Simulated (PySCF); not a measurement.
Compound: CH₆AsGeN.
Cartesian coordinates in Å at the PBE0-D3(BJ)/def2-SVP level; atoms count from 1:
```
atom  x, y, z in Å
N1    -1.7138    1.5429   -0.1080
C2    -1.1391    0.5574    0.4460
Ge3   -0.0650   -0.8278   -0.4569
As4    2.2882   -0.6777    0.1280
H5    -1.5815    1.5274   -1.1273
H6    -1.2250    0.4801    1.5468
H7    -0.5588   -2.2381   -0.0750
H8    -0.2267   -0.6090   -1.9769
H9     2.2762    0.8417   -0.0169
H10    1.9536   -0.5932    1.6155
```

Linear response at PBE0/def2-SVPD (PySCF, frozen core in the response, non-relativistic). Relativistic effects, spin–orbit coupling among them, are left out although an element past zinc is present.

Static isotropic polarisability: 88.44 au (13.10 Å³), principal values 74.6, 79.0, 111.7 au.

**Question.** What is the polarisability at 1064 nm and at the sodium D line?

**Answer.** 89.69 au at 1064 nm (+1.4 %), 92.76 au at 589.3 nm (+4.9 %). The rise at 589.3 nm is 3.44 times that at 1064 nm; a pure ω² law gives 3.26. The lowest singlet lies at 290 nm, shorter than both wavelengths.

**Question.** What is the isotropic C6 coefficient between two such molecules, C6 = (3/π)∫α(iω)² dω?

**Answer.** 2465 au (Eh·bohr⁶) by a ten-point quadrature over imaginary frequencies, which is 1470 eV·Å⁶ or 142 J·nm⁶/mol.

**Question.** Which effective excitation energy ω̄ makes London's formula C6 = (3/4)α²ω̄ exact here?

**Answer.** ω̄ = 4·C6/(3α²) = 0.420 Eh = 11.4 eV. A one-pole form α(ω) = α/(1 − ω²/ω̄²) fitted to the 1064 nm value gives 9.8 eV. London's choice of the ionisation energy (8.91 eV, ΔSCF at the same level) gives C6 = 1920 au, 22 % too low.

**Question.** How many electrons N does the Slater–Kirkwood formula C6 = (3/4)·√N·α^(3/2) need to give this C6?

**Answer.** N = (4·C6/3)²/α³ = 15.6; the species has 84 electrons in all.

**Question.** What three-body coefficient follows from the one-pole estimate C9 = (3/4)·α·C6?

**Answer.** 164000 au. This is an estimate from the two numbers above, not a computed integral.

**Question.** What molar refraction at the D line follows from R = (4π/3)·N_A·α′, with α′ the polarisability volume?

**Answer.** α′ = 13.75 Å³ gives R = 34.67 cm³/mol, for isolated, non-vibrating species.

One conformer stands for the species.
